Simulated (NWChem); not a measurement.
Species: C₂H₆F₂Si; SMILES CC(F)([SiH3])F

All runs: NWChem. Medium grid unless said otherwise, to which SCAN and Minnesota functionals are sensitive. Coordinates come from a PBE0/def2-SVP optimisation. Hybrids' shares of exact exchange are those that their runs print; pure functionals count as 0. The functionals differ in more than this share.

```csv
row,share of exact exchange,orbital gap (eV)
PBE/def2-SVP,0.00,6.80
r2SCAN/def2-SVP,0.00,7.50
TPSSh/def2-SVP,0.10,8.12
B3LYP/def2-SVP,0.20,withheld
Hartree-Fock/def2-SVP,1.00,16.26
```

Fit a straight line of the last column on the one before it, predict the withheld value, and compare with the run.


1. Means of the 4 shown rows: x = 0.275, y = 9.670. Slope Σ(x − x̄)(y − ȳ)/Σ(x − x̄)² = 6.435/0.7075 = 9.095; intercept 7.169.
2. The shown rows scatter about the line by 0.249 (root mean square); the largest residual is -0.37, at PBE/def2-SVP.
3. At x = 0.20 (B3LYP/def2-SVP; inside the shown range) the line gives 8.99.
4. The run gives 8.78, -0.21 from the line, 0.8 times the scatter.
